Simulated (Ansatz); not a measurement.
CHBrF2 (SMILES FC(F)Br) moved off its minimum; all values from Ansatz (an electronic-structure program), cores frozen in correlated methods.
(charge 0, multiplicity 1)
```xyz
5

F     -1.44678     1.10458    -0.31308
C     -0.92470    -0.00896     0.25691
F     -1.59125    -1.02212    -0.31169
Br     1.06925    -0.06142     0.12152
H     -1.05816     0.05404     1.38461
```

Problem. Give the forces (eV/Å), the total energy and the dipole at CCSD(T)/aug-cc-pVTZ.

Solution. 
| atom | Fx | Fy | Fz |
|---|---|---|---|
| F1 | 0.736 | -0.161 | 0.197 |
| C2 | -0.391 | 0.889 | 1.478 |
| F3 | 0.870 | -0.211 | 0.325 |
| Br4 | -0.981 | -0.150 | -0.466 |
| H5 | -0.233 | -0.367 | -1.534 |
Energy -2810.7642 hartree, dipole 1.38 D.
